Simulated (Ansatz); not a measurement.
Calculated with Ansatz (gas phase, PBE0-D4/def2-TZVP geometries, no zero-point term in ΔE). CCSD(T)/CBS is the MP2 limit (def2-TZVPP, def2-QZVPP) plus CCSD(T) − MP2 in def2-TZVPP, frozen cores. One conformer a species, not always the lowest.

`BN([SiH3])[SiH3]` + `OB(S)Cl` → `[SiH3]OB(S)Cl` + `BN[SiH3]`  (ligand exchange at the Si–N bond)

| species | CCSD(T)/CBS(def2) energy (Eh) |
| --- | --- |
| `BN([SiH3])[SiH3]` | -662.52490 |
| `OB(S)Cl` | -958.85217 |
| `[SiH3]OB(S)Cl` | -1249.16418 |
| `BN[SiH3]` | -372.22946 |

(1) Work out ΔE.

Largest T1 diagnostic among the species: 0.013.

## Answers

(1) ΔE = (-1249.16418) + (-372.22946) − (-662.52490) − (-958.85217) = -0.01657 Eh = -0.45 eV.

Leaving LDA and LC-ωPBE aside and taking each functional with its dispersion term where it has one, the values, not all of them listed here, spread over 0.14 eV, from BHLYP-D4 to revPBE-D4. The D4 term adds +0.04 eV with B3LYP and +0.02 eV with PBE0; it sums over pairs of atoms, weighted by their polarisabilities, and B3LYP, whose exchange is more repulsive, gets the larger term. In def2-TZVPP, CCSD(T) changes the Hartree–Fock value by +0.15 eV (the triples alone add +0.02 eV) and MP2 by +0.16 eV.

B3LYP here is the variant with VWN-RPA as its local correlation; programs differ in this.
